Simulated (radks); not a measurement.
Results of a calculation; reference values are marked as such.
Excited configurations of neutral ytterbium: one electron is placed in a higher orbital outside [Xe] 4f14 6s1. The ground configuration is [Xe] 4f14 6s2. Code: a radial shooting solver on a logarithmic mesh with Libxc functionals. Model: Dirac Kohn-Sham, PBE, spin-unpolarised, spherical densities, finite nucleus; open shells fill j = l - 1/2 first; Fermi nuclear charge, rms radius 5.3108 fm. Excitation = E - E(ground); binding = E(ion) - E, where the ion is the core of charge +1; n* = 1/sqrt(2 binding) in atomic units, and the quantum defect is n - n*.

outer orbital  excitation (eV)  binding (eV)     n*  quantum defect  <r> (bohr)
5d3/2                    3.159         3.378  2.007           2.993       4.124
5f5/2                    5.613         0.923  3.838           1.162       16.98
6p1/2                    2.715         3.821  1.887           4.113       5.243
6d3/2                    5.074         1.463  3.050           2.950       11.74
6f5/2                    5.892         0.645  4.594           1.406       28.66
7s1/2                    4.294         2.242  2.463           4.537       9.662
7p1/2                    4.878         1.658  2.864           4.136       12.29
7d3/2                    5.620         0.917  3.852           3.148       21.54
7f5/2                    6.067         0.470  5.383           1.617       42.81

The Delta-SCF ionisation energy is 6.537 eV (NIST Atomic Spectra Database: 6.254 eV, measured). Self-interaction in the functional shifts the binding energies and quantum defects, so they are the method's values and not measured ones. Spin polarisation and multiplet splitting are left out, so open shells lie too high by an amount that depends on their filling.

Beside tabulated values, note that spin-unpolarised runs miss the spin-polarisation part of the exchange energy of open shells.
